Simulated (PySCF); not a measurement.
Ga₂O: calculation against measurement

Isolated Ga₂O, optimised in PySCF with density fitting and no spin–orbit coupling; def2 sets carry scalar-relativistic core potentials from Rb on. All levels below give a singlet of D∞h symmetry: PBE0/def2-TZVP O–Ga 1.801 Å (×2); B3LYP/def2-TZVP O–Ga 1.815 Å (×2).

Measured fundamentals (Jacox, Vibrational and Electronic Energy Levels of Polyatomic Transient Molecules, as compiled in the NIST Chemistry WebBook) beside computed harmonic wavenumbers, in cm⁻¹:

| mode as compiled | computed symmetry | measured | medium | PBE0/def2-TZVP | B3LYP/def2-TZVP |
| --- | --- | --- | --- | --- | --- |
| Sigmau+ asym. stretch | σu+ | 822.3 | argon matrix | 848 | 825 |

How close does each level come?

Mean absolute differences: PBE0/def2-TZVP 3.1 %, B3LYP/def2-TZVP 0.3 %. The mean ratio of measured to computed values at B3LYP/def2-TZVP is 0.997. Harmonic values should lie a little above fundamentals; matrices shift bands further, usually down by up to a few per cent.
